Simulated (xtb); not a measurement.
A run for xtb: GFN1-xTB on CH4AlFO (SMILES C[O][AlH][F]), a point of a torsion scan.

```
$ xtb mol.xyz --gfn 1 --sp --chrg 0 --uhf 0
8

C     -1.18806362    -0.23886282     0.17917933
O      0.08752444     0.02635061    -0.33669544
Al     1.60076183     0.37610725    -0.86427459
F      2.44538243    -0.53646792    -1.94745631
H     -1.94225867     0.28118271    -0.41520359
H     -1.38757369    -1.31171764     0.14956334
H     -1.24719325     0.10783803     1.21283175
H      2.26264759     1.60325340    -0.33127229
```

Output:

```
[...]
           -------------------------------------------------
          |                Calculation Setup                |
           -------------------------------------------------



           -------------------------------------------------
          |                 G F N 1 - x T B                 |
           -------------------------------------------------

        Reference                      10.1021/acs.jctc.7b00118
      * Hamiltonian:
        H0-scaling (s, p, d)           1.850000    2.250000    2.000000
        zeta-weighting                 0.000000
      * Dispersion:
        s8                             2.400000
        a1                             0.630000
        a2                             5.000000
        s9                             0.000000
      * Repulsion:
        kExp                           1.500000
        rExp                           1.000000
      * Coulomb:
        alpha                          2.000000
        third order                    atomic
        anisotropic                    false
      * Halogen bond correction:
        rad-scale                      1.300000
        damping                        0.440000


          ...................................................
          :                      SETUP                      :
          :.................................................:
          :  # basis functions                  30          :
          :  # atomic orbitals                  29          :
          :  # shells                           17          :
          :  # electrons                        24          :
          :  # halogen bonds                     0          :
          :  max. iterations                   250          :
          :  Hamiltonian                  GFN1-xTB          :
          :  restarted?                      false          :
          :  GBSA solvation                  false          :
          :  PC potential                    false          :
          :  electronic temp.          300.0000000     K    :
          :  accuracy                    1.0000000          :
          :  -> integral cutoff          0.2500000E+02      :
          :  -> integral neglect         0.1000000E-07      :
          :  -> SCF convergence          0.1000000E-05 Eh   :
          :  -> wf. convergence          0.2000000E-04 e    :
          :  Broyden damping             0.4000000          :
          :  net charge                          0          :
          :  unpaired electrons                  0          :
          ...................................................

 iter      E             dE          RMSdq      gap      omega  full diag
   1    -15.5772175 -0.155772E+02  0.672E+00    5.74       0.0  T
   2    -15.5998425 -0.226250E-01  0.387E+00    5.44       1.0  T
   3    -15.6000771 -0.234622E-03  0.886E-01    5.53       1.0  T
   4    -15.6007078 -0.630718E-03  0.567E-02    5.40       1.0  T
   5    -15.6007421 -0.342942E-04  0.105E-02    5.44       3.4  T
   6    -15.6007429 -0.818276E-06  0.554E-03    5.44       6.4  T
   7    -15.6007430 -0.105376E-06  0.523E-04    5.44      67.7  T
   8    -15.6007430 -0.109575E-08  0.493E-05    5.44     717.8  T
   9    -15.6007430 -0.751044E-11  0.363E-05    5.44     975.1  T

   *** convergence criteria satisfied after 9 iterations ***

         #    Occupation            Energy/Eh            Energy/eV
      -------------------------------------------------------------
         1        2.0000           -0.8023110             -21.8320
       ...           ...                  ...                  ...
         6        2.0000           -0.5727300             -15.5848
         7        2.0000           -0.5266414             -14.3306
         8        2.0000           -0.5061689             -13.7736
         9        2.0000           -0.5057357             -13.7618
        10        2.0000           -0.4853373             -13.2067
        11        2.0000           -0.4620411             -12.5728
        12        2.0000           -0.4520805             -12.3017 (HOMO)
        13                         -0.2520285              -6.8580 (LUMO)
        14                         -0.1366500              -3.7184
        15                         -0.1065572              -2.8996
        16                         -0.0899794              -2.4485
        17                         -0.0829290              -2.2566
       ...                                ...                  ...
        29                          1.1225672              30.5466
      -------------------------------------------------------------
                  HL-Gap            0.2000521 Eh            5.4437 eV
             Fermi-level           -0.3520545 Eh           -9.5799 eV

 SCC (total)                   0 d,  0 h,  0 min,  0.014 sec
 SCC setup                      ...        0 min,  0.000 sec (  1.010%)
 Dispersion                     ...        0 min,  0.000 sec (  0.374%)
 classical contributions        ...        0 min,  0.000 sec (  0.241%)
 integral evaluation            ...        0 min,  0.004 sec ( 27.565%)
 iterations                     ...        0 min,  0.003 sec ( 23.940%)
 molecular gradient             ...        0 min,  0.006 sec ( 45.024%)
 printout                       ...        0 min,  0.000 sec (  1.659%)

         :::::::::::::::::::::::::::::::::::::::::::::::::::::
         ::                     SUMMARY                     ::
         :::::::::::::::::::::::::::::::::::::::::::::::::::::
         :: total energy             -15.513395290179 Eh    ::
         :: gradient norm              0.029942376960 Eh/a0 ::
         :: HOMO-LUMO gap              5.443693452024 eV    ::
         ::.................................................::
         :: SCC energy               -15.600743027379 Eh    ::
         :: -> electrostatic           0.069799584694 Eh    ::
         :: repulsion energy           0.088935730518 Eh    ::
         :: dispersion energy         -0.001587993317 Eh    ::
         :: halogen bond corr.         0.000000000000 Eh    ::
         :: add. restraining           0.000000000000 Eh    ::
         :: total charge               0.000000000000 e     ::
         :::::::::::::::::::::::::::::::::::::::::::::::::::::

           -------------------------------------------------
          |                Property Printout                |
           -------------------------------------------------

    * Orbital Energies and Occupations

         #    Occupation            Energy/Eh            Energy/eV
      -------------------------------------------------------------
         1        2.0000           -0.8023110             -21.8320
         2        2.0000           -0.7647278             -20.8093
         3        2.0000           -0.6524864             -17.7551
         4        2.0000           -0.5791422             -15.7593
         5        2.0000           -0.5732464             -15.5988
         6        2.0000           -0.5727300             -15.5848
         7        2.0000           -0.5266414             -14.3306
         8        2.0000           -0.5061689             -13.7736
         9        2.0000           -0.5057357             -13.7618
        10        2.0000           -0.4853373             -13.2067
        11        2.0000           -0.4620411             -12.5728
        12        2.0000           -0.4520805             -12.3017 (HOMO)
        13                         -0.2520285              -6.8580 (LUMO)
        14                         -0.1366500              -3.7184
        15                         -0.1065572              -2.8996
        16                         -0.0899794              -2.4485
        17                         -0.0829290              -2.2566
Note: The following floating-point exceptions are signalling: IEEE_DENORMAL
normal termination of xtb
        18                         -0.0676836              -1.8418
        19                         -0.0322140              -0.8766
        20                         -0.0093255              -0.2538
        21                          0.0254989               0.6939
        22                          0.0403445               1.0978
        23                          0.0823990               2.2422
       ...                                ...                  ...
        29                          1.1225672              30.5466
      -------------------------------------------------------------
                  HL-Gap            0.2000521 Eh            5.4437 eV
             Fermi-level           -0.3520545 Eh           -9.5799 eV

  Mulliken/CM5 charges         n(s)   n(p)   n(d)
     1C     0.19292  0.07505   0.961  2.846  0.000
     2O    -0.50893 -0.58202   1.607  4.902  0.000
     3Al    0.63689  0.53897   0.960  1.031  0.372
     4F    -0.34300 -0.32807   1.775  5.568  0.000
     5H     0.02078  0.08021   0.979  0.000  0.000
     6H     0.02223  0.08162   0.978  0.000  0.000
     7H     0.01747  0.07698   0.983  0.000  0.000
     8H    -0.03836  0.05725   1.038  0.000  0.000

Wiberg/Mayer (AO) data.
largest (>0.10) Wiberg bond orders for each atom

 ---------------------------------------------------------------------------
     #   Z sym  total        # sym  WBO       # sym  WBO       # sym  WBO
 ---------------------------------------------------------------------------
     1   6 C    3.922 --     6 H    0.982     7 H    0.981     5 H    0.980
                             2 O    0.926
     2   8 O    2.195 --     3 Al   1.181     1 C    0.926
     3  13 Al   3.243 --     2 O    1.181     4 F    1.081     8 H    0.928
     4   9 F    1.158 --     3 Al   1.081
     5   1 H    1.010 --     1 C    0.980
     6   1 H    1.009 --     1 C    0.982
     7   1 H    1.010 --     1 C    0.981
     8   1 H    1.005 --     3 Al   0.928
 ---------------------------------------------------------------------------

Topologies differ in total number of bonds
Writing topology from bond orders to xtbtopo.mol

 dipole moment from electron density (au)
     X       Y       Z
  -0.6061   0.4000   0.6160  total (Debye):    2.420


           -------------------------------------------------
          | TOTAL ENERGY              -15.513395290179 Eh   |
          | GRADIENT NORM               0.029942376960 Eh/α |
          | HOMO-LUMO GAP               5.443693452024 eV   |
           -------------------------------------------------

------------------------------------------------------------------------
------------------------------------------------------------------------
 total:
 SCF:
```

The run finished.

Cost: very roughly 0.05 core-seconds.
